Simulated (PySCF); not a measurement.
2-chloroprop-1-ene (C₃H₅Cl), SMILES CC(Cl)=C.

Coordinates come from a PBE-D3(BJ)/def2-SVP optimisation.

Computed with TDA-PBE0/def2-SVPD (PySCF 2.14.0).

Vertical excitations. The molecule is in vacuum. State labels are in the subgroup Cs.

Computed UV-visible absorptions:
| state | symmetry | energy (eV) | λ (nm) | f | main pairs |
|---|---|---|---|---|---|
| S1 | A" | 6.47 | 192 | 0.000 | HOMO→LUMO+1 66 %, HOMO→LUMO+2 32 % |
| S2 | A" | 6.91 | 179 | 0.000 | HOMO→LUMO+2 66 %, HOMO→LUMO+1 32 % |
| S3 | A' | 6.96 | 178 | 0.343 | HOMO→LUMO 84 % |
| S4 | A" | 7.08 | 175 | 0.000 | HOMO−1→LUMO 99 % |
| S5 | A" | 7.90 | 157 | 0.025 | HOMO→LUMO+3 98 % |
| S6 | A' | 7.92 | 157 | 0.007 | HOMO−1→LUMO+1 65 %, HOMO−1→LUMO+2 32 % |
| S7 | A" | 8.23 | 151 | 0.013 | HOMO→LUMO+4 93 % |
| S8 | A' | 8.48 | 146 | 0.002 | HOMO−1→LUMO+2 45 %, HOMO−1→LUMO+1 23 %, HOMO−2→LUMO 23 % |
| S9 | A' | 8.57 | 145 | 0.213 | HOMO−2→LUMO 52 %, HOMO−1→LUMO+2 18 %, HOMO→LUMO+5 12 %, HOMO−1→LUMO+1 9 % |
| S10 | A" | 8.61 | 144 | 0.000 | HOMO−3→LUMO 80 %, HOMO→LUMO+6 12 % |
| T1 | A' | 4.01 | 309 | 0 | HOMO→LUMO 93 % |
| T2 | A" | 5.96 | 208 | 0 | HOMO→LUMO+1 60 %, HOMO→LUMO+2 35 % |
| T3 | A" | 6.79 | 183 | 0 | HOMO→LUMO+2 60 %, HOMO→LUMO+1 36 % |
| T4 | A" | 6.95 | 178 | 0 | HOMO−1→LUMO 98 % |
Triplets are in the Tamm–Dancoff approximation.
